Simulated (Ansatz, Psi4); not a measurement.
The Psi4 input:
```
memory 2 GB

molecule {
0 1
Ga   -0.00000000   -0.00000000   -0.05952365
H     0.00000000    0.00000000    1.84523317
}

set {
  basis 6-311g**
  scf_type pk
  puream true
  d_convergence 1e-8
  dft_radial_points 99
  dft_spherical_points 590
}

energy('b3lyp')
print_variables()
```

Write the same job for Ansatz (a first-principles code).

One answer among several that fit: 
Ansatz 0.2 input:
```yaml
crystal:
  periodic: [false, false, false]
  atoms:
    - {symbol: Ga, position_ang: [-0.00000000, -0.00000000, -0.05952365]}
    - {symbol: H, position_ang: [0.00000000, 0.00000000, 1.84523317]}
basis:
  gaussian:
    orbitals: 6-311G__.json
hamiltonian:
  xc: b3lyp
accuracy: high
```
The basis file holds 6-311G** in the JSON format of the Basis Set Exchange.

Both were run: Psi4 gave -1925.429817 Eh and Ansatz -1925.429816 Eh, 0.001 mEh apart.
